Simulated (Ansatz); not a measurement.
Mulliken charges of `C[OH+][Al-]([F])([F])[F]` from ωB97M-V/def2-TZVPP in Ansatz (PBE0-D4/def2-TZVP geometry).

| atom | x (Å) | y (Å) | z (Å) | charge (e) |
| --- | --- | --- | --- | --- |
| C1 | 0.343 | -1.128 | 0.767 | -0.205 |
| O2 | 0.708 | 0.034 | -0.002 | -0.115 |
| Al3 | -0.625 | 1.225 | -0.670 | 0.770 |
| F4 | -1.731 | 0.147 | -1.268 | -0.378 |
| F5 | 0.337 | 1.993 | -1.775 | -0.380 |
| F6 | -1.089 | 2.021 | 0.698 | -0.372 |
| H7 | 1.237 | -1.544 | 1.228 | 0.146 |
| H8 | -0.155 | -1.859 | 0.130 | 0.170 |
| H9 | -0.341 | -0.779 | 1.537 | 0.154 |
| H10 | 1.399 | -0.161 | -0.643 | 0.211 |

By hand: the dipole of these point charges (1 e Å = 4.8032 D).

Σ q r = (0.695, -1.090, 0.524) e Å, of length 1.395 e Å = 6.70 D.

How does the dipole of the full density compare? (An estimate is asked.)

Computed: (0.734, -0.959, 0.362) e Å, 6.06 D; the point charges give 1.11 times that, at 7° from its direction.

Point charges leave out the atoms' own dipoles, such as those of lone pairs, and Mulliken's split depends on the basis, so the close match here is no proof of good charges.
